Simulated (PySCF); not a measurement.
A structure optimised at PBE-D3(BJ)/def2-SVP, used in a PySCF frequency run:

```
Mo
N 1 1.7382
H 2 1.0257 1 157.41
N 1 1.7417 2 110.16 3 -2.72
H 4 1.0270 1 153.15 2 2.70
F 1 1.8778 2 108.95 3 116.10
O 1 1.8995 2 106.81 3 -120.09
H 7 0.9758 1 117.97 2 138.35
```
Charge 0, spin multiplicity 1.

Question: Write its SMILES and formula.

Answer: [NH]=[Mo](=[NH])([OH])[F], FH3MoN2O

Question: What are its rotational constants (standard atomic weights)?

Answer: 3.6653, 3.2025, 3.0592 GHz
